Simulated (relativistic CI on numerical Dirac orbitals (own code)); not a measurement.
Energy levels of Zn XXV

Calculated at this level of theory: Dirac-Coulomb-Breit CI, orbitals from a KLI potential per configuration, model QED, unscaled Slater integrals (own radial code, finite nucleus).

CI space (outside the closed core 1s2): 2s2.2p2, 2s.2p3, 2p4, 2p3.3s, 2p3.3p, 2p3.3d, 2s2.2p.3s, 2s2.2p.3p, 2s2.2p.3d, 2s.2p2.3s, 2s.2p2.3p, 2s.2p2.3d, 2s2.2p.4s, 2s2.2p.4p, 2s2.2p.4d, 2s2.2p.4f. Levels of other configurations are missing.

The lowest level is 2s2.2p2 3P_0, with 85 % of that term; Hund's rules for 2s2.2p2 give 3P with J = 0, in agreement.

```csv
No.,Configuration,Term,J,E (eV),%,Next component (%),Landé g,Lifetime (s)
1,2s2.2p2,3P,0,0.00,85,14 1S,,
2,2s2.2p2,3P,1,19.51,99,1 2p4 3P,1.496,1.68e-05
3,2s2.2p2,3P,2,27.12,62,37 1D,1.309,5.05e-04
4,2s2.2p2,1D,2,53.36,62,37 3P,1.181,5.25e-06
5,2s2.2p2,1S,0,72.28,82,15 3P,,1.66e-06
6,2s.2p3,5S°,2,86.37,91,8 3P°,1.948,3.48e-09
7,2s.2p3,3D°,1,127.66,74,19 3P°,0.743,4.12e-11
8,2s.2p3,3D°,2,129.56,74,20 3P°,1.267,7.18e-11
9,2s.2p3,3D°,3,137.03,100,,1.328,9.78e-11
10,2s.2p3,3P°,0,153.90,100,,,2.87e-11
11,2s.2p3,3P°,1,156.46,71,21 3D°,1.323,2.48e-11
12,2s.2p3,3P°,2,161.05,55,24 3D°,1.344,2.63e-11
13,2s.2p3,3S°,1,178.39,67,23 1P°,1.702,7.59e-12
14,2s.2p3,1D°,2,189.09,81,17 3P°,1.089,1.36e-11
15,2s.2p3,1P°,1,211.78,71,23 3S°,1.212,7.59e-12
16,2p4,3P,2,262.94,84,15 1D,1.420,1.15e-11
17,2p4,3P,0,280.00,74,25 1S,,9.43e-12
18,2p4,3P,1,285.95,99,1 2s2.2p2 3P,1.496,9.17e-12
19,2p4,1D,2,297.17,84,15 3P,1.070,1.29e-11
20,2p4,1S,0,337.13,72,26 3P,,7.47e-12
21,2s2.2p.3s,3P°,0,1325.49,97,2 2p3.3s 3P°,,2.39e-13
22,2s2.2p.3s,3P°,1,1326.92,72,25 1P°,1.366,1.95e-13
23,2s2.2p.3p,3D,1,1352.26,68,26 1P,0.677,1.09e-11
24,2s2.2p.3s,3P°,2,1352.72,96,2 2p3.3s 3P°,1.496,2.15e-13
25,2s2.2p.3s,1P°,1,1356.31,72,25 3P°,1.124,1.49e-13
26,2s2.2p.3p,3P,1,1363.66,34,29 3S,1.415,2.70e-12
27,2s2.2p.3p,3P,0,1364.14,78,15 1S,,1.74e-12
28,2s2.2p.3p,3D,2,1364.62,73,13 1D,1.178,6.71e-12
29,2s2.2p.3p,3P,1,1383.64,46,30 1P,1.241,1.77e-12
30,2s2.2p.3p,3P,2,1386.79,50,22 3D,1.310,2.34e-12
```

Energies count from the lowest computed level; ° marks odd parity; lifetimes are radiative, by E1, M1, E2, M2 decay to levels of this space only.

The mean weight of the leading LS term, summed over parents, in these 30 levels is 76 %, and that of the leading jj configuration (from the same eigenvectors) 84 %.

At this charge energies of transitions that change n are usually good to better than 1 %, and those within a shell (Δn = 0) to a few per cent.

LS names give the leading component of a level, which can be under half, so a name can repeat, a term be missing and a line seem to break the LS rules.
